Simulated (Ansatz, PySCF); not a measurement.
dibromo(fluoro)methane (CHBr₂F), SMILES C(Br)(Br)F. Atoms are numbered in the order given.

```xyz
5

F     -0.2313    -1.8530     0.0000
C      0.4164    -0.6912     0.0000
Br    -0.0147     0.2992     1.6005
Br    -0.0147     0.2992    -1.6005
H      1.5011    -0.8552     0.0000
```
Charge 0, spin multiplicity 1.

Geometry: PBE0-D3(BJ)/def2-SVP.

Two levels are set side by side: PBE-D3(BJ)/def2-SVP (Ansatz, an electronic-structure program) and PBE0-D3(BJ)/def2-SVP (Ansatz). Each level has its own optimised geometry; the coordinates shown are those of the second. Frequencies come from the Hessian of PySCF at each geometry. Differences are taken from unrounded values.

```tsv
quantity	PBE0-D3(BJ)
mean bond length (Å)	1.572
bond F1–C2 (Å)	1.330
bond C2–Br3 (Å)	1.931
bond C2–Br4 (Å)	1.931
bond C2–H5 (Å)	1.097
highest harmonic wavenumber (cm⁻¹)	3172
mean harmonic wavenumber (cm⁻¹)	1005
zero-point energy (kcal/mol)	12.94
```

Problem. What does PBE-D3(BJ) give, and how far is it from PBE0-D3(BJ)? (The exact figures need the calculation; the answer reports its results.)

Solution. 
```
quantity                            PBE-D3(BJ)  PBE-D3(BJ) minus PBE0-D3(BJ)
----------------------------------  ----------  ----------------------------
mean bond length (Å)                     1.590                         0.018
bond F1–C2 (Å)                           1.342                         0.012
bond C2–Br3 (Å)                          1.957                         0.026
bond C2–Br4 (Å)                          1.957                         0.026
bond C2–H5 (Å)                           1.106                         0.009
highest harmonic wavenumber (cm⁻¹)        3068                          -104
mean harmonic wavenumber (cm⁻¹)            958                           -47
zero-point energy (kcal/mol)             12.33                         -0.60
```

GGA bonds tend to be longer and softer than those of functionals with exact exchange. Differences between two approximate levels are no errors against the true value.
